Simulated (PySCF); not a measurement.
## Cl²⁺: excitation energy

Cl²⁺ [Ne] 3s2 3p3 (4S) → Cl²⁺ [Ne] 3s1 3p3 3d1 (6D), as a difference of total energies. Calculation: PySCF 2.14, in aug-cc-pVDZ-DK; the spin-free X2C one-electron Hamiltonian (Gaussian nucleus). Correlated levels: valence: [Ne] frozen. The calculations carry no spin-orbit coupling.

```json
{"method": "UHF", "excitation energy (eV)": "26.515"}
{"method": "LDA", "excitation energy (eV)": "28.988"}
{"method": "PBE", "excitation energy (eV)": "28.654"}
{"method": "PBE0", "excitation energy (eV)": "28.499"}
{"method": "r2SCAN", "excitation energy (eV)": "27.947"}
{"method": "MN15", "excitation energy (eV)": "28.553"}
{"method": "M06", "excitation energy (eV)": "29.203"}
{"method": "M06-L", "excitation energy (eV)": "28.707"}
{"method": "B2PLYP", "excitation energy (eV)": "29.020"}
{"method": "MP2 (valence)", "excitation energy (eV)": "28.048"}
{"method": "SCS-MP2 (valence)", "excitation energy (eV)": "28.273"}
```

**Question.** How much does correlation contribute at MP2 (valence)?

**Answer.** 28.048 − (26.515) = 1.533 eV, measured against UHF.

The promoted electron is Rydberg-like, and one or two diffuse shells describe it only roughly, which tends to raise the upper state.
